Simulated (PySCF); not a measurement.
C3H8OSi2, SMILES C([SiH2]O)#CC[SiH3].

Geometry optimised at B3LYP-D3(BJ)/def2-SVP. This is a generated structure with no PubChem entry under its InChIKey; it may be hypothetical. One conformer was computed; it need not be the lowest.

Level of theory: PySCF with PBE/def2-TZVP.

Gas-phase values at a fixed geometry.

Computed frontier levels, gap, dipole moment and polarisability:
```
Quantity                                                                                                        Result
---------------------------------------------------------------------------------------------  -----------------------
highest occupied level                                                                                        -6.47 eV
lowest empty level                                                                                            -1.31 eV
orbital gap                                                                                                    5.16 eV
dipole moment                                                                                                0.539 e·Å
quadrupole, principal values (traceless, Buckingham form, about the centre of nuclear charge)   -5.20, -1.76, 6.96 D·Å
mean static polarisability                                                                       96.9 bohr³ (14.35 Å³)
polarisability, principal values                                                               72.7, 80.2, 137.6 bohr³
```
